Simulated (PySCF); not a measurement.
Compound: C6H6N (doublet state).
Numbering: `[H]/[C:1]=[CH:2]\[C:3]1([C:4]#[N:5])[CH2:6][CH2:7]1` (hydrogens: H8 on C1; H9 on C2; H10, H11 on C6; H12, H13 on C7)

Geometry (GFN2-xTB, Å), atoms numbered from 1 in this order:
```
atom  x, y, z in Å
C1    -1.601   -1.587   -0.032
C2    -1.419   -0.337   -0.288
C3    -0.121    0.430   -0.136
C4    -0.222    1.799   -0.496
N5    -0.326    2.901   -0.793
C6     0.832    0.071    0.988
C7     1.195   -0.268   -0.414
H8    -1.090   -2.454    0.313
H9    -2.233    0.281   -0.652
H10    1.356    0.879    1.476
H11    0.517   -0.720    1.651
H12    1.972    0.304   -0.901
H13    1.136   -1.298   -0.734
```

The hyperfine couplings belong to this conformer and change with its torsions.

Theory: UKS B3LYP, pcH-1 on C H N, non-relativistic, mean-field spin-orbit, GIAO (PySCF 2.14.0). One conformer (not necessarily the lowest) at the GFN2-xTB geometry, without solvent, vibrations or thermal averaging. The geometry wasn't refined by DFT: couplings that depend on bond lengths, twists or pyramidal angles can differ widely from those at the functional's own minimum. Stability of the SCF solution: not tested.

(1) Break the g tensor into its mass correction, gauge correction and orbital-Zeeman/spin–orbit terms.

(2) Average each term over the three axes. Which is largest in size?

(3) What are the electron Larmor frequencies g μB B/h along the three axes at 330 mT?

(4) In a frozen sample, at which fields do the three g values resonate at 9.5, 34, 94 and 263 GHz (hyperfine left aside), and which band first spreads them over more than twice a line width of 0.5 mT?

Answers

(1) 
```json
{"Δg (ppm)": "relativistic mass correction", "1": "-147", "2": "-147", "3": "-147"}
{"Δg (ppm)": "gauge correction", "1": "40", "2": "4", "3": "-27"}
{"Δg (ppm)": "orbital Zeeman/spin–orbit", "1": "-365", "2": "-12", "3": "681"}
{"Δg (ppm)": "total", "1": "-473", "2": "-155", "3": "507"}
```

So g = 2.00185, 2.00216, 2.00283 and g_iso = 2.00228; the tensor is rhombic: the two nearest values differ by 32 % of g3 − g1. Axes: g1 points within 14° of the C1–H8 bond and g2 points within 13° of the C2–C3 bond.

(2) The mass correction -147, the orbital-Zeeman/spin–orbit term 101 and the gauge correction 5 ppm, for a total of -40 ppm. The mass correction is the largest in size. The mass correction is the same along every axis, so the anisotropy comes from the other two: their spans along these axes are 67 (gauge) and 1046 ppm (orbital Zeeman/spin–orbit).

(3) 9.2461, 9.2475, 9.2506 GHz for g1, g2 and g3, a range of 4.5 MHz.

(4) 
```tsv
band	GHz	B(g3) mT	B(g2) mT	B(g1) mT	spread mT
X	9.5	338.90	339.01	339.06	0.17
Q	34.0	1212.90	1213.30	1213.49	0.59
W	94.0	3353.31	3354.41	3354.95	1.64
J	263.0	9382.12	9385.22	9386.71	4.59
```

The spread grows in proportion to the frequency. W band is the first where it exceeds 1.0 mT.

The largest Mulliken spin populations are on C1 (+1.05), C2 (-0.17) and C3 (+0.08). C1 is the only atom above +0.15. The positive populations add up to 1.19 and the negative ones to -0.19, together 2S = 1.

The HOMO–LUMO gaps are 6.38 eV among the α and 4.67 eV among the β orbitals.
